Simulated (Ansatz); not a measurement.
```yaml
crystal:
  periodic: [false, false, false]
  atoms:
    - {symbol: C, position_ang: [-1.773403, -0.023418, 1.069031]}
    - {symbol: Al, position_ang: [-0.170278, -0.633798, 0.120985]}
    - {symbol: C, position_ang: [1.565198, -0.814906, 1.028021]}
    - {symbol: O, position_ang: [-0.482391, -1.607879, -1.274180]}
    - {symbol: P, position_ang: [0.244537, 1.492489, -1.346579]}
    - {symbol: H, position_ang: [-1.595066, 0.880918, 1.660056]}
    - {symbol: H, position_ang: [-2.121902, -0.792111, 1.767841]}
    - {symbol: H, position_ang: [-2.602983, 0.180714, 0.385458]}
    - {symbol: H, position_ang: [2.404105, -0.923883, 0.333131]}
    - {symbol: H, position_ang: [1.573774, -1.699091, 1.675589]}
    - {symbol: H, position_ang: [1.781847, 0.044436, 1.671416]}
    - {symbol: H, position_ang: [0.187472, -2.185950, -1.634252]}
    - {symbol: H, position_ang: [0.510736, 2.803601, -0.892365]}
    - {symbol: H, position_ang: [1.271034, 1.420523, -2.312204]}
    - {symbol: H, position_ang: [-0.814479, 1.807755, -2.222748]}
basis:
  gaussian: {orbitals: def2-mTZVP}
hamiltonian: {xc: {name: BHLYP}, dispersion: d4}
output: {forces: true}
```

```sh
$ ansatz run in.yaml --threads 8 --pin off --events-out ev --progress --plain --max-ram 18278MiB
```

It prints (some lines left out):

```
Functional definition: BHLYP
1291 factors; integrals over basis functions are off by at most 1.0e-3 eV
mean field evaluation 1: about -20158.6522 eV, gradient 7.7e1 eV
mean field evaluation 2: about -20156.7766 eV, gradient 8.3e1 eV
mean field evaluation 4: about -20170.5138 eV, gradient 2.9e0 eV
mean field evaluation 8: about -20170.6358 eV, gradient 9.3e-2 eV
mean field evaluation 16: about -20170.6358 eV, gradient 5.0e-5 eV
mean field -20170.63581158 eV, -741.2571939276 hartree, gradient 5.0e-5 eV, S^2 0.000000; 0 other end points of the search recorded, 0 dependent functions left out
reference -20170.63605181 eV, -741.2572027558 hartree; 29, 29 occupied and 107, 107 virtual orbitals, 1291 factors
Total energy: -20171.03537974 eV, -741.2718777865 hartree
Atom 0 at    -1.773403    -0.023418     1.069031 Å, force    -0.109322    -0.000474     0.085328 eV/Å
Atom 1 at    -0.170278    -0.633798     0.120985 Å, force    -0.042143    -0.088608    -0.067184 eV/Å
Atom 2 at     1.565198    -0.814906     1.028021 Å, force     0.099146    -0.040308     0.080189 eV/Å
Atom 3 at    -0.482391    -1.607879    -1.274180 Å, force     0.236239    -0.049322     0.056747 eV/Å
Atom 4 at     0.244537     1.492489    -1.346579 Å, force     0.058874     0.393962    -0.343430 eV/Å
Atom 5 at    -1.595066     0.880918     1.660056 Å, force    -0.083686    -0.215452    -0.130609 eV/Å
Atom 6 at    -2.121902    -0.792111     1.767841 Å, force     0.039623     0.223991    -0.158977 eV/Å
Atom 7 at    -2.602983     0.180714     0.385458 Å, force     0.178881    -0.037857     0.200017 eV/Å
Atom 8 at     2.404105    -0.923883     0.333131 Å, force    -0.176863     0.024177     0.197109 eV/Å
Atom 9 at     1.573774    -1.699091     1.675589 Å, force     0.049904     0.228904    -0.148450 eV/Å
Atom 10 at     1.781847     0.044436     1.671416 Å, force    -0.015560    -0.224783    -0.146526 eV/Å
Atom 11 at     0.187472    -2.185950    -1.634252 Å, force    -0.185677     0.123896     0.077470 eV/Å
Atom 12 at     0.510736     2.803601    -0.892365 Å, force    -0.045246    -0.233261    -0.026613 eV/Å
Atom 13 at     1.271034     1.420523    -2.312204 Å, force    -0.154832    -0.025960     0.168130 eV/Å
Atom 14 at    -0.814479     1.807755    -2.222748 Å, force     0.150662    -0.078903     0.156798 eV/Å
Dipole moment:     0.362619     0.552682    -0.346273 e Å
```

It took 1.3 s on 8 threads of an AMD EPYC 7B13 on a shared host, with 0.55 GiB of host memory at the peak.
